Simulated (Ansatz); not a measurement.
Reaction (ligand exchange at the Si–S bond): `[SiH3]OCS[SiH3]` + `C=C=C(O)Cl` → `C=C=C(Cl)O[SiH3]` + `[SiH3]OCS`

Computed with Ansatz on PBE0-D4/def2-TZVP structures; ΔE is electronic, products minus reactants. CCSD(T)/CBS adds triple-zeta CCSD(T) − MP2 to the extrapolated MP2 energy (def2 sets, frozen cores). Functionals use def2-TZVPP. One conformer a species, not always the lowest.

`[SiH3]OCS[SiH3]`:

Cartesian coordinates in Å:
```
Si -0.439 0.617 -2.096
O -0.590 -0.292 -0.726
C -1.094 0.222 0.474
S -0.773 -0.899 1.862
Si 1.357 -0.948 1.716
H 0.235 -0.249 -3.087
H -1.773 1.047 -2.596
H 0.370 1.834 -1.813
H -2.183 0.329 0.434
H -0.650 1.198 0.701
H 1.844 -1.811 0.612
H 1.839 -1.488 3.011
H 1.858 0.437 1.507
```

`C=C=C(O)Cl`:

```xyz
8

C     0.461    1.570    0.551
C     0.149    0.389    0.111
C    -0.164   -0.777   -0.374
O    -1.370   -1.365   -0.234
Cl    0.981   -1.671   -1.334
H     0.962    1.708    1.506
H     0.230    2.467   -0.018
H    -1.249   -2.321   -0.209
```

`C=C=C(Cl)O[SiH3]`:

Cartesian coordinates in Å:
```
C 1.536 -1.248 1.979
C 0.652 -0.842 1.119
C -0.245 -0.458 0.258
Cl -1.940 -0.608 0.646
O 0.025 0.037 -0.957
Si -0.814 1.239 -1.756
H 1.933 -0.583 2.743
H 1.915 -2.267 1.967
H -1.068 2.380 -0.842
H 0.097 1.627 -2.855
H -2.091 0.724 -2.301
```

`[SiH3]OCS`:

```xyz
10

Si   -0.679   -1.105   -1.029
O     0.066    0.285   -0.548
C     0.584    0.455    0.742
S     1.341    2.071    0.961
H    -1.102   -0.884   -2.429
H    -1.857   -1.392   -0.164
H     0.255   -2.261   -0.938
H     1.392   -0.259    0.945
H    -0.195    0.317    1.498
H     0.196    2.772    0.962
```

```json
{"species": "`[SiH3]OCS[SiH3]`", "r2SCANh energy (Eh)": "-1095.27875"}
{"species": "`C=C=C(O)Cl`", "r2SCANh energy (Eh)": "-651.41277"}
{"species": "`C=C=C(Cl)O[SiH3]`", "r2SCANh energy (Eh)": "-942.11758"}
{"species": "`[SiH3]OCS`", "r2SCANh energy (Eh)": "-804.58335"}
```

Work out ΔE.

ΔE = (-942.11758) + (-804.58335) − (-1095.27875) − (-651.41277) = -0.00941 Eh = -0.26 eV. CCSD(T)/CBS gives -0.29 eV.

Largest T1 diagnostic among the species: 0.012.

In def2-TZVPP, CCSD(T) changes the Hartree–Fock value by +0.14 eV (the triples alone add +0.03 eV) and MP2 by +0.14 eV. Leaving LDA and LC-ωPBE aside and taking each functional with its dispersion term where it has one, the values, not all of them listed here, spread over 0.22 eV, from CAM-B3LYP-D4 to revPBE-D4.
